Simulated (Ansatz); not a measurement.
Correlation energies of H₃MoNOS₂, SMILES `[NH2][Mo]([OH])(=[S])=[S]` by basis set

```json
{"atom": "N1", "x (Å)": "-0.322", "y (Å)": "0.924", "z (Å)": "-1.042"}
{"atom": "Mo2", "x (Å)": "0.420", "y (Å)": "-0.231", "z (Å)": "0.282"}
{"atom": "O3", "x (Å)": "-0.831", "y (Å)": "-0.570", "z (Å)": "1.629"}
{"atom": "S4", "x (Å)": "0.971", "y (Å)": "-2.020", "z (Å)": "-0.674"}
{"atom": "S5", "x (Å)": "2.082", "y (Å)": "0.742", "z (Å)": "1.126"}
{"atom": "H6", "x (Å)": "-0.209", "y (Å)": "1.927", "z (Å)": "-1.030"}
{"atom": "H7", "x (Å)": "-0.744", "y (Å)": "0.597", "z (Å)": "-1.898"}
{"atom": "H8", "x (Å)": "-1.367", "y (Å)": "-1.368", "z (Å)": "1.608"}
```

Charge 0, multiplicity 1. Correlated methods include outer-core shells of Mo, which these sets cover unevenly. Mo takes the def2 core potential. Geometry: relaxed with PBE0-D4/def2-TZVP. It is one conformer, not always the lowest. Frozen core, restricted reference, Ansatz.

| basis | HF (Eh) | MP2 corr. |
| --- | --- | --- |
| def2-SVP | -993.34060 | -1.09534 |
| def2-TZVPP | -993.81240 | -1.44010 |
| def2-QZVPP | -993.84581 | -1.55174 |

Q: Estimate the CCSD correlation energy and the (T) correction in each basis where they were run (hartree).

A: 
| basis | CCSD corr. | (T) |
| --- | --- | --- |
| def2-SVP | -1.03954 | -0.06273 |
| def2-TZVPP | -1.37247 | -0.09367 |
